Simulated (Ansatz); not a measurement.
Calculated with Ansatz (gas phase, PBE0-D4/def2-TZVP geometries, no zero-point term in ΔE). CCSD(T)/CBS is the MP2 limit (def2-TZVPP, def2-QZVPP) plus CCSD(T) − MP2 in def2-TZVPP, frozen cores. DFT in def2-TZVPP. B3LYP here is the variant with VWN-RPA as its local correlation; programs differ in this. One conformer a species, not always the lowest.

`NB(F)[SiH2]Cl` → `N[SiH](F)BCl`  (isomerisation)

```tsv
level	ΔE (kcal/mol)	difference from CCSD(T)/CBS
PBE-D4	22.9	3.6
B3LYP-D4	21.4	2.1
B2PLYP	20.6	1.3
PBE	23.0	3.7
r2SCAN	21.7	2.4
PBE0	22.7	3.4
HF/def2-TZVPP	19.9	0.6
HF/def2-QZVPP	19.4	0.1
MP2/def2-QZVPP	19.0	-0.3
SCS-MP2/def2-QZVPP	18.7	-0.6
CCSD(T)/CBS	19.3	0
```

Largest T1 diagnostic among the species: 0.013.
